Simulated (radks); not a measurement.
Rh, configuration [Kr] 4d8 5s1 (the NIST ground configuration).

All-electron calculation, scalar-relativistic Kohn-Sham, r2SCAN, spin-polarised, spherical densities, finite nucleus; open shells are filled with parallel spins first (spin-orbit coupling, left out, can overturn this in heavy ions); meta-GGA in the generalised Kohn-Sham scheme; Fermi nuclear charge, rms radius 4.4945 fm. Program: a radial shooting solver on a logarithmic mesh with Libxc functionals.

Energy parts (eV):
part                       energy
total                 -130199.315
kinetic                134843.002
electron-nucleus      -314272.600
Hartree                 53013.667
exchange-correlation    -3783.383

Orbitals (lengths in bohr, moments of r in powers of bohr; r(90%) holds 90 % of the orbital's charge):
| orbital | occ. | eigenvalue (eV) | r(90%) | <r^4> | <r> |
|---|---|---|---|---|---|
| 1s up | 1 | -23085.46 | 0.0585 | 5.377e-06 | 0.03263 |
| 1s down | 1 | -23085.45 | 0.0585 | 5.377e-06 | 0.03263 |
| 2s up | 1 | -3360.171 | 0.219 | 0.0009695 | 0.1418 |
| 2s down | 1 | -3359.754 | 0.219 | 0.0009693 | 0.1418 |
| 2p up | 3 | -3008.588 | 0.201 | 0.0006960 | 0.1237 |
| 2p down | 3 | -3008.279 | 0.201 | 0.0006958 | 0.1237 |
| 3s up | 1 | -605.9733 | 0.574 | 0.04651 | 0.3897 |
| 3s down | 1 | -605.8500 | 0.574 | 0.04649 | 0.3897 |
| 3p up | 3 | -489.4103 | 0.587 | 0.05048 | 0.3899 |
| 3p down | 3 | -489.2419 | 0.587 | 0.05043 | 0.3899 |
| 3d up | 5 | -303.5752 | 0.588 | 0.05106 | 0.3704 |
| 3d down | 5 | -303.2421 | 0.587 | 0.05096 | 0.3704 |
| 4s up | 1 | -85.4288 | 1.43 | 1.833 | 0.9852 |
| 4s down | 1 | -83.7488 | 1.43 | 1.812 | 0.9829 |
| 4p up | 3 | -52.6139 | 1.61 | 2.938 | 1.087 |
| 4p down | 3 | -50.8151 | 1.60 | 2.886 | 1.083 |
| 4d up | 5 | -6.8106 | 2.59 | 22.39 | 1.581 |
| 4d down | 3 | -4.8314 | 2.61 | 24.42 | 1.590 |
| 5s up | 1 | -5.0072 | 4.82 | 231.8 | 3.199 |
| 5s down | 0 | -3.0463 | 5.33 | 355.8 | 3.457 |

The highest occupied level is 4d down at -4.831 eV. The spin density at the nucleus is 13.75 e/bohr^3 (1s 0.13, 2s -0.78, 3s 0.77, 4s -1.58, 5s 15.21). The density falls to 0.001 e/bohr^3 at r = 4.39 bohr.
